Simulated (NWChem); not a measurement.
System: C₄H₆Si; SMILES C=C(C#C)[SiH3]

Input file for NWChem:

```
start job
memory heap 200 mb stack 900 mb global 1100 mb
geometry units angstroms noautoz
  C      0.830737     2.389066     0.000000
  C      0.189526     1.360728     0.000000
  C     -0.483293     0.101958     0.000000
  C     -1.829332     0.016273     0.000000
  Si     0.597501    -1.448084     0.000000
  H      1.368549     3.309541     0.000000
  H     -2.460970     0.902039     0.000000
  H     -2.335943    -0.944847     0.000000
  H      1.467749    -1.476445    -1.205070
  H      1.467749    -1.476445     1.205070
  H     -0.290178    -2.642004     0.000000
end
basis spherical
  C library def2-svp
  Si library def2-svp
  H library def2-svp
end
dft
  xc xpbe96 cpbe96
  iterations 150
  mulliken
end
task dft energy
```

Parts of the log:

```
             Northwest Computational Chemistry Package (NWChem) 7.3.0
             --------------------------------------------------------

 CS  symmetry detected

                             Geometry "geometry" -> ""
                             -------------------------

 Output coordinates in angstroms (scale by  1.889725989 to convert to a.u.)

  No.       Tag          Charge          X              Y              Z
 ---- ---------------- ---------- -------------- -------------- --------------
    1 C                    6.0000     0.76628472     2.39820346     0.00000000
    2 C                    6.0000     0.15478648     1.35192411     0.00000000
    3 C                    6.0000    -0.48170764     0.07440207     0.00000000
    4 C                    6.0000    -1.82474068    -0.04979594     0.00000000
    5 Si                  14.0000     0.64303350    -1.44405216     0.00000000
    6 H                    1.0000     1.27751537     3.33370290     0.00000000
    7 H                    1.0000    -2.48148637     0.81751777     0.00000000
    8 H                    1.0000    -2.30361913    -1.02503016     0.00000000
    9 H                    1.0000     1.51373677    -1.44747918    -1.20507000
   10 H                    1.0000     1.51373677    -1.44747918     1.20507000
   11 H                    1.0000    -0.21008968    -2.66290401     0.00000000

 Effective nuclear repulsion energy (a.u.)     182.6094800660

      Symmetry information
      --------------------

 Group name             Cs
 Group number              2
 Group order               2
 No. of unique centers    10

  pbe96 is a nonlocal functional; adding pw91lda local functional.

                                 NWChem DFT Module
                                 -----------------

 Summary of "ao basis" -> "ao basis" (spherical)
 ------------------------------------------------------------------------------
       Tag                 Description            Shells   Functions and Types
 ---------------- ------------------------------  ------  ---------------------
 C                          def2-svp                 6       14   3s2p1d
 Si                         def2-svp                 8       18   4s3p1d
 H                          def2-svp                 3        5   2s1p

      Symmetry analysis of basis
      --------------------------

        a'         74
        a"         30

            General Information
            -------------------
          SCF calculation type: DFT
          Wavefunction type:  closed shell.
          No. of atoms     :    11
          No. of electrons :    44
           Alpha electrons :    22
            Beta electrons :    22
          Charge           :     0
          Spin multiplicity:     1
          Use of symmetry is: on ; symmetry adaption is: on
          Maximum number of iterations: 150
          AO basis - number of functions:   104
                     number of shells:    50
          Convergence on energy requested:  1.00D-06
          Convergence on density requested:  1.00D-05
          Convergence on gradient requested:  5.00D-04

              XC Information
              --------------
          PerdewBurkeErnzerhof Exchange Functional  1.000
            Perdew 1991 LDA Correlation Functional  1.000 local
           PerdewBurkeErnz. Correlation Functional  1.000 non-local

             Grid Information
             ----------------
          Grid used for XC integration:  medium
          Radial quadrature: Mura-Knowles
          Angular quadrature: Lebedev.
          Tag              B.-S. Rad. Rad. Pts. Rad. Cut. Ang. Pts.
          ---              ---------- --------- --------- ---------
          C                   0.70       49          12.0       434
          Si                  1.10       88          12.0       590
          H                   0.35       45          14.0       434
          Grid pruning is: on
          Number of quadrature shells:   509
          Spatial weights used:  Erf1

      Superposition of Atomic Density Guess
      -------------------------------------

 Sum of atomic energies:        -442.23346051

      Non-variational initial energy
      ------------------------------

 Total energy =    -444.901641
 1-e energy   =    -967.084892
 2-e energy   =     339.573771
 HOMO         =      -0.294796
 LUMO         =      -0.046739

      Symmetry analysis of molecular orbitals - initial
      -------------------------------------------------

  Numbering of irreducible representations:

     1 a'          2 a"

  Orbital symmetries:

     1 a'          2 a'          3 a'          4 a'          5 a'
     6 a'          7 a'          8 a'          9 a"         10 a'
    11 a'         12 a'         13 a'         14 a'         15 a'
    16 a'         17 a"         18 a'         19 a"         20 a'
    21 a'         22 a"         23 a"         24 a'         25 a'
    26 a"         27 a'         28 a'         29 a'         30 a"
    31 a'         32 a'

     ---------------------------------------------
      Total Density - Mulliken Population Analysis
     ---------------------------------------------

    Atom       Charge   Shell Charges
 -----------   ------   -------------------------------------------------------
    1 C    6     6.40   1.99  0.98  0.63  1.95  0.81  0.03
    2 C    6     5.81   1.99  0.97  0.23  1.92  0.65  0.04
    3 C    6     6.31   1.99  0.98  0.25  1.93  1.13  0.04
    4 C    6     6.07   1.99  0.96  0.27  1.92  0.89  0.03
    5 Si  14    13.51   2.00  1.99  1.00  0.27  5.94  1.12  1.05  0.13
    6 H    1     0.88   0.63  0.22  0.03
    7 H    1     0.91   0.67  0.21  0.03
    8 H    1     0.90   0.67  0.21  0.03
    9 H    1     1.07   0.70  0.36  0.01
   10 H    1     1.07   0.70  0.36  0.01
   11 H    1     1.07   0.70  0.37  0.01

   convergence    iter        energy       DeltaE   RMS-Dens  Diis-err
 ---------------- ----- ----------------- --------- --------- ---------
 d= 0,ls=0.0,diis     1   -444.8087257133 -6.27D+02  8.85D-03  4.11D-01
 d= 0,ls=0.0,diis     2   -444.8382054009 -2.95D-02  5.88D-03  1.07D-01
 d= 0,ls=0.0,diis     3   -444.8183042901  1.99D-02  3.59D-03  2.55D-01
 d= 0,ls=0.0,diis     4   -444.8521100002 -3.38D-02  1.11D-03  2.38D-02
 d= 0,ls=0.0,diis     5   -444.8551428044 -3.03D-03  2.46D-04  8.91D-04
  Resetting Diis
 d= 0,ls=0.0,diis     6   -444.8552512547 -1.08D-04  7.79D-05  5.87D-05
 d= 0,ls=0.0,diis     7   -444.8552574139 -6.16D-06  1.02D-04  1.45D-05
 d= 0,ls=0.0,diis     8   -444.8552414950  1.59D-05  7.48D-05  1.16D-04
 d= 0,ls=0.0,diis     9   -444.8552596142 -1.81D-05  7.08D-06  5.90D-07
 d= 0,ls=0.0,diis    10   -444.8552596800 -6.58D-08  2.53D-06  1.50D-07

         Total DFT energy =     -444.855259679981
      One electron energy =     -971.434489480345
           Coulomb energy =      388.296652264992
    Exchange-Corr. energy =      -44.326902530620
 Nuclear repulsion energy =      182.609480065993

 Numeric. integr. density =       43.999978500602

                  Occupations of the irreducible representations
                  ----------------------------------------------

                     irrep           alpha         beta
                     --------     --------     --------
                     a'               18.0         18.0
                     a"                4.0          4.0

                       DFT Final Molecular Orbital Analysis
                       ------------------------------------

 Vector   20  Occ=2.000000D+00  E=-2.911211D-01  Symmetry=a"
              MO Center=  5.6D-01, -2.3D-01,  1.2D-14, r^2= 4.4D+00
   Bfn.  Coefficient  Atom+Function         Bfn.  Coefficient  Atom+Function
  ----- ------------  ---------------      ----- ------------  ---------------
    20      0.267737   2 C  pz               90      0.246811   9 H  s
    95     -0.246811  10 H  s                34      0.218223   3 C  pz
    66     -0.205840   5 Si pz                6      0.195222   1 C  pz
    48      0.160569   4 C  pz               69     -0.147016   5 Si pz
    91      0.139631   9 H  s                96     -0.139631  10 H  s

 Vector   21  Occ=2.000000D+00  E=-2.416544D-01  Symmetry=a'
              MO Center=  3.8D-01,  1.5D+00, -1.2D-16, r^2= 2.7D+00
   Bfn.  Coefficient  Atom+Function         Bfn.  Coefficient  Atom+Function
  ----- ------------  ---------------      ----- ------------  ---------------
     4      0.367906   1 C  px               18      0.311014   2 C  px
     7      0.225504   1 C  px                5     -0.203137   1 C  py
    19     -0.204080   2 C  py               21      0.170742   2 C  px
    32     -0.131996   3 C  px               65     -0.127942   5 Si py
     8     -0.126350   1 C  py               33      0.120101   3 C  py

 Vector   22  Occ=2.000000D+00  E=-2.259540D-01  Symmetry=a"
              MO Center= -3.2D-01,  1.0D+00, -7.3D-16, r^2= 3.6D+00
   Bfn.  Coefficient  Atom+Function         Bfn.  Coefficient  Atom+Function
  ----- ------------  ---------------      ----- ------------  ---------------
     6      0.364139   1 C  pz               48     -0.341752   4 C  pz
    20      0.270049   2 C  pz               51     -0.246747   4 C  pz
     9      0.232320   1 C  pz               34     -0.230513   3 C  pz
    23      0.154363   2 C  pz               37     -0.146850   3 C  pz
    91     -0.071942   9 H  s                96      0.071942  10 H  s

[...]
```

Level: PBE/def2-SVP. Coordinates come from a B3LYP/6-31G* (spherical d) optimisation.
